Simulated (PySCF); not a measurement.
Process, species as SMILES: N#P (N-P) + H+ → [NH+]#P
B3LYP-D3(BJ)/def2-TZVP geometries, fixed; electronic energies without zero-point terms; positive where energy is released.

Effect of the auxiliary basis of density fitting at HF/def2-TZVP with PySCF, against the last row, where the proton affinity is 204.70 kcal/mol. The proton sits at the site shown, which need not be the one that binds it best.

```tsv
setting	fitting functions, largest species	largest shift of a total energy (mEh)	shift of the proton affinity (kcal/mol)
density fitting: autoaux	450	0.016	0.002
density fitting: def2-universal-jkfit	223	0.061	0.005
density fitting: cc-pvtz-jkfit	230	0.195	-0.002
density fitting: cc-pvqz-jkfit	305	0.118	-0.015
density fitting: none	-	0.000	0.000
```

Within 0.02 kcal/mol in the proton affinity: density fitting: autoaux; density fitting: def2-universal-jkfit; density fitting: cc-pvtz-jkfit; density fitting: cc-pvqz-jkfit. The largest shift is 0.195 mEh in a total energy and 0.015 kcal/mol in the difference.
